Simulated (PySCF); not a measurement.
Stepwise substitution at one centre (Si OH-NH2). Isolated molecules, 0 K electronic values unless said otherwise. One relaxed conformer stands for each flexible species; it need not be the lowest. Strings in code marks are SMILES.

Quantity: redistribution energy (mixed species minus the weighted end members), in kcal/mol.

A: 1 of 4 OH replaced by NH2: `N[Si](O)(O)O`
B: 2 of 4 OH replaced by NH2: `[Si](O)(N)(O)N`
C: 3 of 4 OH replaced by NH2: `N[Si](N)(N)O`

Problem. Rank these by redistribution energy (mixed species minus the weighted end members) (lowest first), as B3LYP/3-21G // B3LYP-D3(BJ)/def2-TZVP (PySCF) gives it.

Solution. B (-3.94 kcal/mol), A (-2.28 kcal/mol), C (-1.03 kcal/mol)
